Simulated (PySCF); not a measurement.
H₃S, SMILES [SH3+], charge +1. Atoms are numbered in the order given.

```xyz
4

S      0.0000     0.0000     0.1144
H     -0.9949    -0.5744    -0.6099
H      0.0000     1.1489    -0.6099
H      0.9949    -0.5744    -0.6099
```
Charge +1, spin multiplicity 1.

Geometry optimised at B3LYP-D3(BJ)/def2-TZVPD. The isomer is the one that the SMILES or the coordinates give; other isomers of the formula were not compared.

Level of theory: PySCF with TDA-LC-ωPBE/def2-TZVPD.

Vertical excitations; the highest root listed may be one member of a degenerate set. Isolated molecule, no solvent. State labels are in the subgroup Cs.

Computed lowest excited states:
```csv
state,symmetry,energy (eV),λ (nm),f,main pairs
S1,A',9.65,129,0.051,HOMO→LUMO+1 (degenerate set)
S2,A",9.65,129,0.051,HOMO→LUMO (degenerate set)
S3,A',11.00,113,0.089,HOMO→LUMO+2 94 %
S4,A",11.67,106,0.000,"HOMO−1→LUMO 49 %, HOMO−2→LUMO+1 49 %"
S5,A',12.73,97,0.039,"HOMO−2→LUMO, HOMO−1→LUMO+1, HOMO→LUMO+6 (degenerate set)"
S6,A",12.73,97,0.039,"HOMO−2→LUMO+1, HOMO−1→LUMO, HOMO→LUMO+7 (degenerate set)"
S7,A',13.04,95,0.015,"HOMO−1→LUMO+1 29 %, HOMO−2→LUMO 29 %, HOMO→LUMO+8 24 %, HOMO→LUMO+5 14 %"
S8,A',13.50,92,0.000,"HOMO→LUMO+6, HOMO−1→LUMO+2 (degenerate set)"
S9,A",13.50,92,0.000,"HOMO→LUMO+7, HOMO−2→LUMO+2 (degenerate set)"
S10,A',13.85,90,0.458,"HOMO−1→LUMO+2 46 %, HOMO→LUMO+4 25 %"
T1,A',7.81,159,0,HOMO→LUMO+1 (degenerate set)
T2,A",7.81,159,0,HOMO→LUMO (degenerate set)
T3,A',9.84,126,0,"HOMO−1→LUMO+1 32 %, HOMO−2→LUMO 32 %, HOMO→LUMO+2 29 %"
T4,A',10.58,117,0,"HOMO→LUMO+2 63 %, HOMO−1→LUMO+1 16 %, HOMO−2→LUMO 16 %"
```
Triplets are in the Tamm–Dancoff approximation.
